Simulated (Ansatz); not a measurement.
Molecule: difluoro(dihydroxy)silane, sum formula H2SiO2F2 (charge 0, singlet). 
Geometry from a B3LYP-D3(BJ)/def2-TZVP (Ansatz, an electronic-structure program) optimisation:
```xyz
7

O      1.5592    -0.4111    -0.1868
Si     0.0097     0.0006    -0.0100
O     -0.8955    -1.3260     0.2073
F     -0.2108     0.9984     1.2056
F     -0.4072     0.8080    -1.3029
H      1.9201    -1.1263     0.3420
H     -1.8031    -1.2425     0.5098
```
Charge 0, spin multiplicity 1.

Total electronic energies in hartree. Correlated levels leave the core frozen unless marked. No spin-orbit coupling. Non-relativistic. Basis-set limits of correlation are two-point, X^-3; Hartree-Fock from the larger set (for Q and 5 zeta extrapolated as (X+1)exp(-9√X)). The bracket is a focal-point correction in the basis named.

| level | program | energy (Eh) |
|---|---|---|
| HF/STO-3G | Ansatz | -630.60614 |
| HF/aug-cc-pV(D+d)Z | Ansatz | -639.00975 |
| RI-HF/aug-cc-pV(Q+d)Z | Ansatz | -639.16723 |
| r2SCAN-D3(BJ)/def2-TZVPD | Ansatz + dftd3 | -641.08435 |
| r2SCANh-D4/def2-TZVPD | Ansatz + dftd4 | -641.06303 |
| CAM-B3LYP-D3(BJ)/def2-TZVPD | Ansatz + dftd3 | -641.18735 |
| wB97X/def2-TZVPD | Ansatz | -641.17223 |
| MP2/6-31G* | Ansatz | -639.70355 |
| MP2/CBS(aug-cc-pV(T+d)Z,aug-cc-pV(Q+d)Z) | Ansatz | -640.4310 |
| RI-MP2/aug-cc-pV(T+d)Z | Ansatz | -640.25771 |
| CCSD/CBS(cc-pV(T+d)Z,cc-pV(Q+d)Z) | Ansatz | -640.4179 |
| CCSD(T)/aug-cc-pV(D+d)Z | Ansatz | -639.94794 |
| CCSD(T)/aug-cc-pV(Q+d)Z | Ansatz | -640.40674 |
| RI-MP2/CBS(cc-pV(T+d)Z,cc-pV(Q+d)Z)+[CCSD(T)-MP2]/cc-pV(T+d)Z | Ansatz | -640.4646 |
| CCSD(T)/CBS(cc-pV(Q+d)Z,cc-pV(5+d)Z) | Ansatz | -640.4742 |

Totals of different functionals don't rank their quality; only differences between species are comparable.
